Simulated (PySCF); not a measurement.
C₅H₅BF₂OS.
Bonds: C1–S2, S2–C3, C3–C4 (aromatic), C4–C5 (aromatic), C5–C6 (aromatic), C6–B7, B7–F8, B7–F9, C6–O10 (aromatic), C3–O10 (aromatic). Hydrogens: H11, H12, H13 on C1; H14 on C4; H15 on C5.

Level of theory: PySCF 2.14.0, PBE0-D3(BJ)/def2-SVP geometry optimisation, gas phase.

Give the optimised bond lengths and angles.

```csv
bond,length (pm),order
C1–S2,180.5,single
S2–C3,173.9,single
C3–C4,137.9,aromatic
C4–C5,141.5,aromatic
C5–C6,137.7,aromatic
C6–B7,152.6,single
"B7–F8, B7–F9",132.3,single
C6–O10,137.6,aromatic
C3–O10,133.3,aromatic
"C1–H11, C1–H12, C1–H13",109.8,single
C4–H14,108.7,single
C5–H15,108.9,single
```

Bonds in one row agree within 1 pm and their mean is given. Orders are formal, as drawn. A selection of angles:
```csv
angle,degrees
C1–S2–C3,100.5
S2–C3–C4,130.0
S2–C3–O10,119.1
C4–C3–O10,110.9
C3–C4–C5,105.2
C4–C5–C6,107.7
C5–C6–B7,132.5
C5–C6–O10,108.1
B7–C6–O10,119.4
C6–B7–F8,122.3
C6–B7–F9,120.1
F8–B7–F9,117.6
C3–O10–C6,108.2
```

Torsions: C1–S2–C3–C4 178° (antiperiplanar); C5–C6–B7–F8 179° (antiperiplanar). The mirror-image conformer, all signs reversed, is as good.

O10 (furan-type oxygen) is bent (angle 108.2°). The 5-membered ring C3–C4–C5–C6–O10 has internal angles of 105.2° to 110.9°; it is planar, 0.00 Å rms from its mean plane, widest ring torsion 0°. The 2 C–O bonds span 1.333 Å (C3–O10, aromatic) to 1.376 Å (C6–O10, aromatic), a spread of 0.043 Å. The 10 heavy atoms lie in one plane (0.015 Å rms). The 3 C–C bonds span 1.377 Å (C5–C6, aromatic) to 1.415 Å (C4–C5, aromatic), a spread of 0.038 Å. B7 (three-coordinate boron) is planar (angles 122.3°, 120.1° and 117.6°, sum 360.0°, 0.00 Å off the plane of its three neighbours). The 2 C–S bonds span 1.739 Å (S2–C3, drawn single) to 1.805 Å (C1–S2, drawn single), a spread of 0.066 Å.

Point group: near Cs, missed by 0.13 Å at most; the miss may be what the optimiser left on a soft mode. Whether it is a minimum is left open (no frequencies). The numbers are those of one conformer.
